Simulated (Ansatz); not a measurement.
Isomers of Zn₂Te⁺ (doublet), relaxed with PBE-D4/def2-TZVP; total energies from Ansatz at PBE0-D4/def2-TZVP.

| isomer | description | energy (Eh) |
| --- | --- | --- |
| A | point group C2v; 2 × Te–Zn 2.56 Å | -3826.08856 |
| B | point group C2v; 2 × Te–Zn 2.56 Å | -3826.08729 |

In the def2 sets Te takes a core potential; there is no spin–orbit coupling.

The isomers come from a short search, and lower ones may exist.

Problem. Work out the relative energies (1 Eh = 2625.5 kJ/mol) and the Boltzmann populations at 500 K from electronic energies alone (R = 8.314 J/mol/K).

Solution. ΔE: A 0.0, B 3.3 kJ/mol. RT = 4.16 kJ/mol. Factors exp(−ΔE/RT): A 1, B 0.452; sum 1.452. Populations: A 68.9 %, B 31.1 %. Zero-point energy, vibrational entropy and symmetry numbers are left out and can shift these; an error of 4 kJ/mol changes a ratio by a factor of 2.6. Over the other density-functional and correlated levels in def2 sets, the gap between A and B ranges from -12 to 17 kJ/mol.
